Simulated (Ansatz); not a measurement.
Reaction (redistribution): `NB(N)F` + `[GeH3][CH2][TeH]` → `NB(F)[TeH]` + `N[CH2][GeH3]`

Program: Ansatz. Geometries: PBE0-D4/def2-TZVP. ΔE: electronic, gas phase. CBS: MP2 limit from def2 TZ/QZ plus the TZ coupled-cluster correction, frozen cores. DFT in def2-TZVPP. Elements past krypton have def2 core potentials. For Ge, Te outer-core shells are correlated without core-valence functions, which leaves a few kJ/mol of doubt a bond. Scalar relativity is left out up to krypton. One conformer a species, not always the lowest.

Question: Is it downhill or uphill in electronic energy at CCSD(T)/CBS, and by how much? (An estimate is asked.)

Answer: Ansatz gave: Uphill: ΔE = +108.9 kJ/mol.

Question: What do these levels give: PBE-D4, r2SCAN-D4, ωB97X-V, B2PLYP, PBE, HF/def2-TZVPP, MP2/def2-TZVPP, CCSD/def2-TZVPP, CCSD(T)/def2-TZVPP, HF/def2-QZVPP, MP2/def2-QZVPP, CCSD/CBS(def2)? (An estimate is asked.)

Answer: Ansatz gave: PBE-D4 94.1, r2SCAN-D4 102.5, ωB97X-V 101.0, B2PLYP 106.6, PBE 93.4, HF/def2-TZVPP 111.7, MP2/def2-TZVPP 110.2, CCSD/def2-TZVPP 107.4, CCSD(T)/def2-TZVPP 106.1, HF/def2-QZVPP 113.0, MP2/def2-QZVPP 112.3, CCSD/CBS(def2) 110.2 kJ/mol.

Largest T1 diagnostic among the species: 0.012.

From PBE to PBE0 (25 % exact exchange), in def2-TZVPP and without D4, ΔE moves by +5.4 kJ/mol.
